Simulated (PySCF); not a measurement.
LDA on As⁻ (arsenic, charge -1), [Ar] 3d10 4s2 4p4, high-spin 3P determinant. All numbers are calculated (PySCF 2.14, the non-relativistic Hamiltonian (point nucleus), in def2-QZVPPD (12s7p5d4f1g, 95 functions)).

```
cycle= 1 E= -2232.60056848269  delta_E= -0.028  |g|= 0.238  |ddm|= 0.258
cycle= 2 E= -2232.59887127013  delta_E= 0.0017  |g|= 0.27  |ddm|= 0.112
cycle= 3 E= -2232.60516716395  delta_E= -0.0063  |g|= 0.0188  |ddm|= 0.0628
cycle= 4 E= -2232.60528052419  delta_E= -0.000113  |g|= 0.00734  |ddm|= 0.037
cycle= 5 E= -2232.60531785173  delta_E= -3.73e-05  |g|= 0.00012  |ddm|= 0.0129
cycle= 6 E= -2232.60531786507  delta_E= -1.33e-08  |g|= 1.99e-05  |ddm|= 0.00031
cycle= 7 E= -2232.60531786563  delta_E= -5.56e-10  |g|= 9.22e-07  |ddm|= 8.38e-05
converged SCF energy = -2232.60531786563  <S^2> = 2.0022277  2S+1 = 3.0014847
```

Highest occupied orbital energy: 2.134 eV; ⟨L²⟩ = 2.02; populations by l: s 8.00, p 16.00, d 10.00, f 0.00.

Can this result be used?

With care. Self-consistency was reached. At LDA the highest occupied level has a positive energy, so only the finite basis holds that electron; in a semilocal or global hybrid functional this comes from self-interaction and does not mean that the real anion is unbound.
